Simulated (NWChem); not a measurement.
System: IrF6, quartet; SMILES [F][Ir]([F])([F])([F])([F])[F]

NWChem input:

```
start job
memory heap 200 mb stack 900 mb global 1100 mb
geometry units angstroms
  Ir     0.000002    -0.000086    -0.000002
  F      1.121605    -0.447533    -1.404916
  F     -1.121605     0.447533     1.404916
  F     -1.160168     0.821362    -1.188044
  F     -0.909844    -1.599105    -0.217074
  F      0.909842     1.599122     0.216955
  F      1.160168    -0.821362     1.188044
end
basis spherical
  * library def2-svp
end
ecp
  Ir library def2-ecp
end
dft
  odft
  mult 4
  xc xpbe96 cpbe96
  disp vdw 4
  iterations 150
end
driver
  maxiter 120
end
task dft optimize
```

NWChem printed, in part:

```
             Northwest Computational Chemistry Package (NWChem) 7.3.0
             --------------------------------------------------------

 CI  symmetry detected

                             Geometry "geometry" -> ""
                             -------------------------

 Output coordinates in angstroms (scale by  1.889725989 to convert to a.u.)

  No.       Tag          Charge          X              Y              Z
 ---- ---------------- ---------- -------------- -------------- --------------
    1 Ir                  77.0000     0.00000000     0.00000000     0.00000000
    2 F                    9.0000    -0.35521551    -1.30895170     1.26195876
    3 F                    9.0000     0.35521551     1.30895170    -1.26195876
    4 F                    9.0000     0.36197844    -1.31108911    -1.25781192
    5 F                    9.0000    -1.78182225    -0.00540236    -0.50710340
    6 F                    9.0000     1.78182225     0.00540236     0.50710340
    7 F                    9.0000    -0.36197844     1.31108911     1.25781192

 Effective nuclear repulsion energy (a.u.)    1418.7315911434

      Symmetry information
      --------------------

 Group name             Ci
 Group number              3
 Group order               2
 No. of unique centers     4

                                Z-matrix (autoz)
                                --------

 Units are Angstrom for bonds and degrees for angles

      Type          Name      I     J     K     L     M      Value
      ----------- --------  ----- ----- ----- ----- ----- ----------
    1 Stretch                  1     2                       1.85259
    2 Stretch                  1     3                       1.85259
    3 Stretch                  1     4                       1.85259
    4 Stretch                  1     5                       1.85259
    5 Stretch                  1     6                       1.85259
    6 Stretch                  1     7                       1.85259
    7 Bend                     2     1     4                89.99557
    8 Bend                     2     1     5                89.99902
    9 Bend                     2     1     6                90.00098
   10 Bend                     2     1     7                90.00443
   11 Bend                     3     1     4                90.00443
   12 Bend                     3     1     5                90.00098
   13 Bend                     3     1     6                89.99902
   14 Bend                     3     1     7                89.99557
   15 Bend                     4     1     5                90.00096
   16 Bend                     4     1     6                89.99904
   17 Bend                     5     1     7                89.99904
   18 Bend                     6     1     7                90.00096

                           NWChem Geometry Optimization
                           ----------------------------

 maximum gradient threshold         (gmax) =   0.000450
 rms gradient threshold             (grms) =   0.000300
 maximum cartesian step threshold   (xmax) =   0.001800
 rms cartesian step threshold       (xrms) =   0.001200
 fixed trust radius                (trust) =   0.300000
 source of zmatrix                         =   autoz

          -------------------
          Energy Minimization
          -------------------

 Using diagonal initial Hessian
 Scaling for Hessian diagonals: bonds = 1.00  angles = 0.25  torsions = 0.10

          --------
          Step   0

                                 NWChem DFT Module
                                 -----------------

 Summary of "ao basis" -> "ao basis" (spherical)
 ------------------------------------------------------------------------------
       Tag                 Description            Shells   Functions and Types
 ---------------- ------------------------------  ------  ---------------------
 Ir                         def2-svp                12       32   6s3p2d1f
 F                          def2-svp                 6       14   3s2p1d

      Symmetry analysis of basis
      --------------------------

        ag         58
        au         58

            General Information
            -------------------
          SCF calculation type: DFT
          Wavefunction type:  spin polarized.
          No. of atoms     :     7
          No. of electrons :    71
           Alpha electrons :    37
            Beta electrons :    34
          Charge           :     0
          Spin multiplicity:     4
          Use of symmetry is: on ; symmetry adaption is: on
          Maximum number of iterations: 150
          AO basis - number of functions:   116
                     number of shells:    48
          Convergence on energy requested:  1.00D-06
          Convergence on density requested:  1.00D-05
          Convergence on gradient requested:  5.00D-04

[...]

      ----------------------
      Optimization converged
      ----------------------

  Step       Energy      Delta E   Gmax     Grms     Xrms     Xmax
  ---- ---------------- -------- -------- -------- -------- --------
@    2    -702.42046455 -3.3D-06  0.00003  0.00002  0.00094  0.00170
                                     ok       ok       ok       ok

                                Z-matrix (autoz)
                                --------

 Units are Angstrom for bonds and degrees for angles

      Type          Name      I     J     K     L     M      Value     Gradient
      ----------- --------  ----- ----- ----- ----- ----- ---------- ----------
    1 Stretch                  1     2                       1.87234   -0.00003
    2 Stretch                  1     3                       1.87234   -0.00003
    3 Stretch                  1     4                       1.87234   -0.00003
    4 Stretch                  1     5                       1.87233   -0.00003
    5 Stretch                  1     6                       1.87233   -0.00003
    6 Stretch                  1     7                       1.87234   -0.00003
    7 Bend                     2     1     4                89.99945   -0.00000
    8 Bend                     2     1     5                89.99993    0.00000
    9 Bend                     2     1     6                90.00007   -0.00000
   10 Bend                     2     1     7                90.00055    0.00000
   11 Bend                     3     1     4                90.00055    0.00000
   12 Bend                     3     1     5                90.00007   -0.00000
   13 Bend                     3     1     6                89.99993    0.00000
   14 Bend                     3     1     7                89.99945   -0.00000
   15 Bend                     4     1     5                90.00007   -0.00000
   16 Bend                     4     1     6                89.99993    0.00000
   17 Bend                     5     1     7                89.99993    0.00000
   18 Bend                     6     1     7                90.00007   -0.00000

                         Geometry "geometry" -> "geometry"
                         ---------------------------------

 Output coordinates in angstroms (scale by  1.889725989 to convert to a.u.)

  No.       Tag          Charge          X              Y              Z
 ---- ---------------- ---------- -------------- -------------- --------------
    1 Ir                  77.0000     0.00000000     0.00000000     0.00000000
    2 F                    9.0000    -0.35900092    -1.32286292     1.27546100
    3 F                    9.0000     0.35900092     1.32286292    -1.27546100
    4 F                    9.0000     0.36583686    -1.32502624    -1.27127284
    5 F                    9.0000    -1.80081108    -0.00545972    -0.51252923
    6 F                    9.0000     1.80081108     0.00545972     0.51252923
    7 F                    9.0000    -0.36583686     1.32502624     1.27127284

 Effective nuclear repulsion energy (a.u.)    1403.7643826070

      Symmetry information
      --------------------

 Group name             Ci
 Group number              3
 Group order               2
 No. of unique centers     4

                Final and change from initial internal coordinates
                --------------------------------------------------

                                Z-matrix (autoz)
                                --------

 Units are Angstrom for bonds and degrees for angles

      Type          Name      I     J     K     L     M      Value       Change
      ----------- --------  ----- ----- ----- ----- ----- ---------- ----------
    1 Stretch                  1     2                       1.87234    0.01975
    2 Stretch                  1     3                       1.87234    0.01975
    3 Stretch                  1     4                       1.87234    0.01976
    4 Stretch                  1     5                       1.87233    0.01975
    5 Stretch                  1     6                       1.87233    0.01975
    6 Stretch                  1     7                       1.87234    0.01976
    7 Bend                     2     1     4                89.99945    0.00388
    8 Bend                     2     1     5                89.99993    0.00091
    9 Bend                     2     1     6                90.00007   -0.00091
   10 Bend                     2     1     7                90.00055   -0.00388
   11 Bend                     3     1     4                90.00055   -0.00388
   12 Bend                     3     1     5                90.00007   -0.00091
   13 Bend                     3     1     6                89.99993    0.00091
   14 Bend                     3     1     7                89.99945    0.00388
   15 Bend                     4     1     5                90.00007   -0.00089
   16 Bend                     4     1     6                89.99993    0.00089
   17 Bend                     5     1     7                89.99993    0.00089
   18 Bend                     6     1     7                90.00007   -0.00089

[...]
```

Level: PBE-D3(BJ)/def2-SVP with def2 effective core potentials on Ir, spin-unrestricted. In the optimisation the excess spin sits in ag (Ci, its own frame). Not confirmed as a minimum by frequencies. def2 effective core potentials on Ir; no spin-orbit coupling.
